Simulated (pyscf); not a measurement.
**HO–P=SiH₂, singlet**

Gas-phase minimum from PySCF at ωB97X-D3(BJ)/def2-SVP, one conformer. HO–P=SiH₂ lies 32.1 kcal/mol over its isomer HO–SiH=PH (electronic energy, ωB97M-D3(BJ)/def2-TZVP). 

```xyz
6

O     -0.2250     0.4575    -0.8953
P      1.2410    -0.3577    -0.7890
Si     1.3699    -0.7147     1.2419
H     -0.3899     0.6722    -1.8212
H      2.5755    -1.4367     1.7151
H      0.3873    -0.3246     2.2827
```

Bonds (Å): O1–P2 1.681, O1–H4 0.965, P2–Si3 2.066, Si3–H5 1.483, Si3–H6 1.484. Angles (°): P2–O1–H4 108.5, O1–P2–Si3 101.6, P2–Si3–H5 116.7, P2–Si3–H6 127.1, H5–Si3–H6 116.3.

Properties at ωB97X-D3(BJ)/def2-SVP:

```json
{
  "harmonic_wavenumbers_unscaled": "128, 209, 409, 473, 526, 647, 814, 916, 1072, 2287, 2312, 3893 cm⁻¹",
  "zero_point_energy": "19.6 kcal/mol",
  "rotational_symmetry_number": "1",
  "Entropy of this conformer at 298 K and 1 atm, rigid rotor and harmonic oscillator, modes under 100 cm⁻¹ raised to 100": "298.9 J/(mol K)",
  "dipole_moment": "0.06 D"
}
```

Single-point totals, which compare only within one level (frozen core for MP2 and CC):

| level | total energy (hartree) |
|---|---|
| ωB97X-D3(BJ)/def2-TZVP | -707.94004 |
| PBE/def2-TZVP | -707.50902 |
| r²SCAN/def2-TZVP | -707.80198 |
| B3LYP-D3(BJ)/def2-TZVP | -707.94339 |
| PBE0-D3(BJ)/def2-TZVP | -707.56276 |
| M06-2X/def2-TZVP | -707.81607 |
| ωB97M-D3(BJ)/def2-TZVP | -707.99224 |
| HF/def2-TZVPP | -706.29489 |
| MP2/def2-TZVPP | -706.79991 |
| CCSD/def2-TZVPP | -706.83272 |
| CCSD(T)/def2-TZVPP | -706.85788 |

Soft torsions are taken as harmonic, which can shift the entropy by several J/(mol K). The CCSD(T) − MP2 part came from Ansatz, without density fitting, on the same reference.
